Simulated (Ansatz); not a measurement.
`FB(F)N([SiH3])[SiH3]` + `N[SiH3]` → `FB(F)N[SiH3]` + `[SiH3]N[SiH3]`  (ligand exchange at a B–N bond)

Gas-phase electronic energies from Ansatz, PBE0-D4/def2-TZVP geometries. CCSD(T)/CBS is the MP2 limit (def2-TZVPP, def2-QZVPP) plus CCSD(T) − MP2 in def2-TZVPP, frozen cores. This one scheme is used for every species. Functionals use def2-TZVPP. Each species was taken in one conformer, which may not be the lowest.

| species | BHLYP energy (Eh) |
| --- | --- |
| `FB(F)N([SiH3])[SiH3]` | -862.12172 |
| `N[SiH3]` | -347.26990 |
| `FB(F)N[SiH3]` | -571.40281 |
| `[SiH3]N[SiH3]` | -637.99533 |

Q: Work out ΔE.

A: ΔE = (-571.40281) + (-637.99533) − (-862.12172) − (-347.26990) = -0.00652 Eh = -17.1 kJ/mol. CCSD(T)/CBS gives -10.6 kJ/mol.

Q: What do rigid-rotor, harmonic-oscillator terms from PBE0-D4/def2-TZVP frequencies (298.15 K, 1 bar) make of the CCSD(T)/CBS value? (An estimate is asked.)

A: The calculation gave: ΔZPE = +1.1 kJ/mol, ΔH = -9.8 kJ/mol, ΔS = 23 J/(mol·K), ΔG = -16.8 kJ/mol. Modes under 50 cm⁻¹ make the entropy rough.

Largest T1 diagnostic among the species: 0.012.

In def2-TZVPP, CCSD(T) changes the Hartree–Fock value by +9.4 kJ/mol (the triples alone add +1.7 kJ/mol) and MP2 by +9.8 kJ/mol. Leaving LDA and LC-ωPBE aside and taking each functional with its dispersion term where it has one, the values, not all of them listed here, spread over 4.1 kJ/mol, from B2PLYP to ωB97M-V. LDA lies +4.2 kJ/mol from PBE without D4. The D4 term adds +4.4 kJ/mol with B3LYP and +2.4 kJ/mol with PBE0; it sums over pairs of atoms, weighted by their polarisabilities, and B3LYP, whose exchange is more repulsive, gets the larger term.

B3LYP here is the variant with VWN-RPA as its local correlation; programs differ in this.
